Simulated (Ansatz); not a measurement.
Ideal-gas functions of `C[Se][AlH2]` at 298.15 K and 1 bar, from an Ansatz frequency run at PBE0-D4/def2-TZVP.

Molar mass 122.99 g/mol, point group Cs (symmetry number 1), electronic degeneracy 1, moments of inertia 51.421, 141.204, 189.422 u Å². Harmonic wavenumbers (cm⁻¹, unscaled): 80, 154, 240, 397, 466, 564, 605, 752, 923, 927, 1309, 1464, 1470, 1923, 1950, 3080, 3182, 3184.

Use S(trans) = R[1.5 ln M + 2.5 ln T − 1.1517]; rotational temperatures θ = 24.2544 K / I; S(rot) = R[ln(√π/σ · √(T³/θAθBθC)) + 1.5]; for each mode x = 1.438777 ν̃/T, S = R[x/(eˣ − 1) − ln(1 − e⁻ˣ)] and H = RT x/(eˣ − 1); 1 cm⁻¹ = 0.0119627 kJ/mol; R = 8.31446 J/(mol·K).

Task: By hand: the entropy, in J/(mol·K).

Result: Translation 168.9. Rotation: θ = 0.4717, 0.1718, 0.128 K, giving 107.3. Vibration, mode by mode: 16.28, 10.97, 7.54, 4.07, 3.13, 2.16, 1.85, 1.05, 0.53, 0.52, 0.11, 0.06, 0.06, 0.01, 0.01, 0.00, 0.00, 0.00, in all 48.3. Electronic 0.0. Sum 324.5 J/(mol·K).

Task: By hand: H − E and G − E in kJ/mol, counted from the electronic energy.

Result: Zero-point energy ½ × 22670 × 0.0119627 = 135.6; thermal vibration 7.9; translation, rotation and pV give 4 RT = 9.9. H − E = 153.4 kJ/mol, and G − E = 153.4 − 298.15 × 324.5/1000 = 56.7 kJ/mol.

Vibration gives 15 % of the entropy, 16.3 J/(mol·K) of it from the mode under 150 cm⁻¹: soft modes count most, and the harmonic formula is weakest for them.
